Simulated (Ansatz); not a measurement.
Ansatz (an electronic-structure program) input (B3LYP-D3(BJ)/def2-TZVP):

Ansatz 0.2 input:
```yaml
crystal:
  periodic: [false, false, false]
  atoms:
    - {symbol: O, position_ang: [-1.07650537, 0.50257795, 0.25892000]}
    - {symbol: C, position_ang: [-0.19323130, -0.40550823, -0.11439835]}
    - {symbol: O, position_ang: [1.15931922, -0.02806309, -0.16211877]}
    - {symbol: H, position_ang: [-0.45136067, -0.82467520, -1.10735339]}
    - {symbol: H, position_ang: [-0.32380733, -1.26598751, 0.59018815]}
    - {symbol: H, position_ang: [1.27204489, 0.72759333, 0.42914546]}
basis:
  gaussian:
    orbitals: def2-TZVP
hamiltonian:
  xc: b3lyp
  dispersion: d3bj
magnetization: {spin_polarized: true, initial_magnetization: 1}
phonons: {temperatures: {t_min: 298.15, t_max: 298.15, t_step: 100}}
```

Output:

```
Functional definition: B3LYP
integrals: 0.02 GiB planned
614 factors; their error is unknown
mean field: 0.35 GiB planned
mean field evaluation 1: about -5175.2808 eV, gradient 3.7e1 eV
mean field evaluation 2: about -5170.2045 eV, gradient 5.4e1 eV
mean field evaluation 4: about -5180.0568 eV, gradient 4.6e0 eV
mean field evaluation 8: about -5180.1352 eV, gradient 1.7e-1 eV
mean field evaluation 16: about -5180.1362 eV, gradient 4.4e-3 eV
mean field evaluation 32: about -5180.1295 eV, gradient 1.3e0 eV
mean field -5180.13622647 eV, -190.3664951004 hartree, gradient 2.8e-5 eV, S^2 0.754920; 2 other end points of the search recorded, 0 dependent functions left out
the calculation of the forces begins
reference -5180.13642139 eV, -190.3665022636 hartree; 13, 12 occupied and 98, 99 virtual orbitals, 614 factors
these checks for a lower state are left out or cut short: stability, starts, cluster_reference, orbital_swaps, neighbouring_geometries, increment
integrals: 0.02 GiB planned
614 factors; their error is unknown
mean field: 0.35 GiB planned
mean field -5180.13614961 eV, -190.3664922757 hartree, gradient 2.1e-6 eV, S^2 0.754931; 0 other end points of the search recorded, 0 dependent functions left out
the calculation of the forces begins
reference -5180.13634453 eV, -190.3664994388 hartree; 13, 12 occupied and 98, 99 virtual orbitals, 614 factors
these checks for a lower state are left out or cut short: stability, starts, cluster_reference, orbital_swaps, neighbouring_geometries, increment
integrals: 0.02 GiB planned
614 factors; their error is unknown
mean field: 0.35 GiB planned
mean field -5180.13616694 eV, -190.3664929128 hartree, gradient 1.4e-6 eV, S^2 0.754908; 0 other end points of the search recorded, 0 dependent functions left out
the calculation of the forces begins
reference -5180.13636187 eV, -190.3665000761 hartree; 13, 12 occupied and 98, 99 virtual orbitals, 614 factors
these checks for a lower state are left out or cut short: stability, starts, cluster_reference, orbital_swaps, neighbouring_geometries, increment
integrals: 0.02 GiB planned
614 factors; their error is unknown
mean field: 0.35 GiB planned
mean field -5180.13616268 eV, -190.3664927560 hartree, gradient 1.3e-6 eV, S^2 0.754910; 0 other end points of the search recorded, 0 dependent functions left out
the calculation of the forces begins
reference -5180.13635759 eV, -190.3664999189 hartree; 13, 12 occupied and 98, 99 virtual orbitals, 614 factors
these checks for a lower state are left out or cut short: stability, starts, cluster_reference, orbital_swaps, neighbouring_geometries, increment
integrals: 0.02 GiB planned
614 factors; their error is unknown
mean field: 0.35 GiB planned
mean field -5180.13616316 eV, -190.3664927738 hartree, gradient 2.1e-6 eV, S^2 0.754929; 0 other end points of the search recorded, 0 dependent functions left out
the calculation of the forces begins
reference -5180.13635809 eV, -190.3664999374 hartree; 13, 12 occupied and 98, 99 virtual orbitals, 614 factors
these checks for a lower state are left out or cut short: stability, starts, cluster_reference, orbital_swaps, neighbouring_geometries, increment
integrals: 0.02 GiB planned
614 factors; their error is unknown
mean field: 0.35 GiB planned
mean field evaluation 64: about -5180.1362 eV, gradient 1.4e-4 eV
mean field -5180.13621023 eV, -190.3664945035 hartree, gradient 1.4e-6 eV, S^2 0.754916; 0 other end points of the search recorded, 0 dependent functions left out
the calculation of the forces begins
reference -5180.13640517 eV, -190.3665016673 hartree; 13, 12 occupied and 98, 99 virtual orbitals, 614 factors
these checks for a lower state are left out or cut short: stability, starts, cluster_reference, orbital_swaps, neighbouring_geometries, increment
[...]
mean field -5180.13620571 eV, -190.3664943375 hartree, gradient 2.1e-6 eV, S^2 0.754930; 0 other end points of the search recorded, 0 dependent functions left out
the calculation of the forces begins
reference -5180.13640070 eV, -190.3665015030 hartree; 13, 12 occupied and 98, 99 virtual orbitals, 614 factors
these checks for a lower state are left out or cut short: stability, starts, cluster_reference, orbital_swaps, neighbouring_geometries, increment
integrals: 0.02 GiB planned
614 factors; their error is unknown
mean field: 0.35 GiB planned
mean field evaluation 192: about -5180.1361 eV, gradient 2.0e-6 eV
mean field -5180.13614943 eV, -190.3664922690 hartree, gradient 2.0e-6 eV, S^2 0.754911; 0 other end points of the search recorded, 0 dependent functions left out
the calculation of the forces begins
reference -5180.13634426 eV, -190.3664994291 hartree; 13, 12 occupied and 98, 99 virtual orbitals, 614 factors
these checks for a lower state are left out or cut short: stability, starts, cluster_reference, orbital_swaps, neighbouring_geometries, increment
integrals: 0.02 GiB planned
614 factors; their error is unknown
mean field: 0.35 GiB planned
mean field -5180.13615316 eV, -190.3664924062 hartree, gradient 2.0e-6 eV, S^2 0.754929; 0 other end points of the search recorded, 0 dependent functions left out
the calculation of the forces begins
reference -5180.13634817 eV, -190.3664995727 hartree; 13, 12 occupied and 98, 99 virtual orbitals, 614 factors
these checks for a lower state are left out or cut short: stability, starts, cluster_reference, orbital_swaps, neighbouring_geometries, increment
integrals: 0.02 GiB planned
614 factors; their error is unknown
mean field: 0.35 GiB planned
mean field -5180.13620712 eV, -190.3664943892 hartree, gradient 1.5e-6 eV, S^2 0.754921; 0 other end points of the search recorded, 0 dependent functions left out
the calculation of the forces begins
reference -5180.13640201 eV, -190.3665015512 hartree; 13, 12 occupied and 98, 99 virtual orbitals, 614 factors
these checks for a lower state are left out or cut short: stability, starts, cluster_reference, orbital_swaps, neighbouring_geometries, increment
integrals: 0.02 GiB planned
614 factors; their error is unknown
mean field: 0.35 GiB planned
mean field -5180.13621430 eV, -190.3664946529 hartree, gradient 2.1e-6 eV, S^2 0.754919; 0 other end points of the search recorded, 0 dependent functions left out
the calculation of the forces begins
reference -5180.13640925 eV, -190.3665018174 hartree; 13, 12 occupied and 98, 99 virtual orbitals, 614 factors
these checks for a lower state are left out or cut short: stability, starts, cluster_reference, orbital_swaps, neighbouring_geometries, increment
integrals: 0.02 GiB planned
614 factors; their error is unknown
mean field: 0.35 GiB planned
mean field -5180.13617082 eV, -190.3664930550 hartree, gradient 2.1e-6 eV, S^2 0.754900; 0 other end points of the search recorded, 0 dependent functions left out
the calculation of the forces begins
reference -5180.13636565 eV, -190.3665002152 hartree; 13, 12 occupied and 98, 99 virtual orbitals, 614 factors
these checks for a lower state are left out or cut short: stability, starts, cluster_reference, orbital_swaps, neighbouring_geometries, increment
integrals: 0.02 GiB planned
614 factors; their error is unknown
mean field: 0.35 GiB planned
mean field evaluation 224: about -5180.1360 eV, gradient 2.7e-1 eV
mean field -5180.13617407 eV, -190.3664931745 hartree, gradient 1.5e-6 eV, S^2 0.754940; 0 other end points of the search recorded, 0 dependent functions left out
the calculation of the forces begins
reference -5180.13636907 eV, -190.3665003408 hartree; 13, 12 occupied and 98, 99 virtual orbitals, 614 factors
these checks for a lower state are left out or cut short: stability, starts, cluster_reference, orbital_swaps, neighbouring_geometries, increment
integrals: 0.02 GiB planned
614 factors; their error is unknown
mean field: 0.35 GiB planned
mean field -5180.13618777 eV, -190.3664936780 hartree, gradient 2.1e-6 eV, S^2 0.754927; 0 other end points of the search recorded, 0 dependent functions left out
the calculation of the forces begins
reference -5180.13638273 eV, -190.3665008429 hartree; 13, 12 occupied and 98, 99 virtual orbitals, 614 factors
these checks for a lower state are left out or cut short: stability, starts, cluster_reference, orbital_swaps, neighbouring_geometries, increment
integrals: 0.02 GiB planned
614 factors; their error is unknown
mean field: 0.35 GiB planned
mean field -5180.13618761 eV, -190.3664936723 hartree, gradient 1.4e-6 eV, S^2 0.754912; 0 other end points of the search recorded, 0 dependent functions left out
the calculation of the forces begins
reference -5180.13638249 eV, -190.3665008339 hartree; 13, 12 occupied and 98, 99 virtual orbitals, 614 factors
these checks for a lower state are left out or cut short: stability, starts, cluster_reference, orbital_swaps, neighbouring_geometries, increment
integrals: 0.02 GiB planned
614 factors; their error is unknown
mean field: 0.35 GiB planned
mean field -5180.13621888 eV, -190.3664948213 hartree, gradient 2.0e-6 eV, S^2 0.754919; 0 other end points of the search recorded, 0 dependent functions left out
the calculation of the forces begins
reference -5180.13641381 eV, -190.3665019851 hartree; 13, 12 occupied and 98, 99 virtual orbitals, 614 factors
these checks for a lower state are left out or cut short: stability, starts, cluster_reference, orbital_swaps, neighbouring_geometries, increment
integrals: 0.02 GiB planned
614 factors; their error is unknown
mean field: 0.35 GiB planned
mean field evaluation 256: about -5180.1362 eV, gradient 1.5e-6 eV
mean field -5180.13619932 eV, -190.3664941026 hartree, gradient 1.5e-6 eV, S^2 0.754920; 0 other end points of the search recorded, 0 dependent functions left out
the calculation of the forces begins
reference -5180.13639423 eV, -190.3665012653 hartree; 13, 12 occupied and 98, 99 virtual orbitals, 614 factors
these checks for a lower state are left out or cut short: stability, starts, cluster_reference, orbital_swaps, neighbouring_geometries, increment
integrals: 0.02 GiB planned
614 factors; their error is unknown
mean field: 0.35 GiB planned
mean field -5180.13613596 eV, -190.3664917742 hartree, gradient 2.0e-6 eV, S^2 0.754921; 0 other end points of the search recorded, 0 dependent functions left out
the calculation of the forces begins
reference -5180.13633091 eV, -190.3664989384 hartree; 13, 12 occupied and 98, 99 virtual orbitals, 614 factors
these checks for a lower state are left out or cut short: stability, starts, cluster_reference, orbital_swaps, neighbouring_geometries, increment
integrals: 0.02 GiB planned
614 factors; their error is unknown
mean field: 0.35 GiB planned
mean field -5180.13612570 eV, -190.3664913970 hartree, gradient 1.4e-6 eV, S^2 0.754918; 0 other end points of the search recorded, 0 dependent functions left out
the calculation of the forces begins
reference -5180.13632059 eV, -190.3664985591 hartree; 13, 12 occupied and 98, 99 virtual orbitals, 614 factors
these checks for a lower state are left out or cut short: stability, starts, cluster_reference, orbital_swaps, neighbouring_geometries, increment
integrals: 0.02 GiB planned
614 factors; their error is unknown
mean field: 0.35 GiB planned
mean field -5180.13617029 eV, -190.3664930356 hartree, gradient 2.1e-6 eV, S^2 0.754920; 0 other end points of the search recorded, 0 dependent functions left out
the calculation of the forces begins
reference -5180.13636521 eV, -190.3665001990 hartree; 13, 12 occupied and 98, 99 virtual orbitals, 614 factors
these checks for a lower state are left out or cut short: stability, starts, cluster_reference, orbital_swaps, neighbouring_geometries, increment
integrals: 0.02 GiB planned
614 factors; their error is unknown
mean field: 0.35 GiB planned
mean field -5180.13616566 eV, -190.3664928657 hartree, gradient 1.5e-6 eV, S^2 0.754920; 0 other end points of the search recorded, 0 dependent functions left out
the calculation of the forces begins
reference -5180.13636058 eV, -190.3665000287 hartree; 13, 12 occupied and 98, 99 virtual orbitals, 614 factors
Total energy: -5180.23931904 eV, -190.3702836822 hartree
Atom 0 at    -1.076505     0.502578     0.258920 Å, force     0.001464    -0.001786    -0.000603 eV/Å
Atom 1 at    -0.193231    -0.405508    -0.114398 Å, force    -0.001527    -0.000510    -0.000153 eV/Å
Atom 2 at     1.159319    -0.028063    -0.162119 Å, force     0.000817     0.000668     0.000097 eV/Å
Atom 3 at    -0.451361    -0.824675    -1.107353 Å, force    -0.000010     0.000859     0.001297 eV/Å
Atom 4 at    -0.323807    -1.265988     0.590188 Å, force    -0.000084     0.001514    -0.000443 eV/Å
Atom 5 at     1.272045     0.727593     0.429145 Å, force    -0.000660    -0.000746    -0.000195 eV/Å
Dipole moment:     0.047120    -0.155319     0.076834 e Å
Vibrations: 148.52 538.03 719.67 982.76 1119.56 1151.09 1261.63 1306.43 1372.92 2749.55 2880.55 3776.97 cm⁻¹, zero-point energy 1.116333 eV
```

It need not be the lowest isomer of its formula.
